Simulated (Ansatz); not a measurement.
One change: `N=[C](O)[GaH2]` becomes `N=C(O)[NH][AlH2]`.

Ansatz, PBE0-D4/def2-TZVP geometries, multiplicity 1. Each molecule was computed in one conformer, which needn't be the lowest.

Scalar relativity is left out up to krypton.

```csv
property,`N=[C](O)[GaH2]`
LUMO energy (PBE/def2-TZVPP) / eV,-3.00
HOMO–LUMO gap (PBE/def2-TZVPP) / eV,3.07
HOMO–LUMO gap (PBE0/def2-TZVPP) / eV,5.22
HOMO–LUMO gap (ωB97M-V/def2-TZVPP) / eV,9.26
HOMO energy (PBE0/def2-TZVPP) / eV,-7.41
LUMO energy (PBE0/def2-TZVPP) / eV,-2.19
```

**Question.** Give the same properties after the change, and the shifts. (An estimate is asked.)

**Answer.** Computed: 
```json
{"property": "LUMO energy (PBE/def2-TZVPP) / eV", "`N=C(O)[NH][AlH2]`": "-2.21", "shift": "0.79"}
{"property": "HOMO–LUMO gap (PBE/def2-TZVPP) / eV", "`N=C(O)[NH][AlH2]`": "3.68", "shift": "0.61"}
{"property": "HOMO–LUMO gap (PBE0/def2-TZVPP) / eV", "`N=C(O)[NH][AlH2]`": "5.70", "shift": "0.48"}
{"property": "HOMO–LUMO gap (ωB97M-V/def2-TZVPP) / eV", "`N=C(O)[NH][AlH2]`": "9.60", "shift": "0.34"}
{"property": "HOMO energy (PBE0/def2-TZVPP) / eV", "`N=C(O)[NH][AlH2]`": "-7.15", "shift": "0.26"}
{"property": "LUMO energy (PBE0/def2-TZVPP) / eV", "`N=C(O)[NH][AlH2]`": "-1.45", "shift": "0.74"}
```

With PBE0 the HOMO rises by 0.26 eV and the LUMO rises by 0.74 eV, so the gap widens by about 0.48 eV. PBE moves the HOMO by 0.18 eV and ωB97M-V by 0.26 eV.
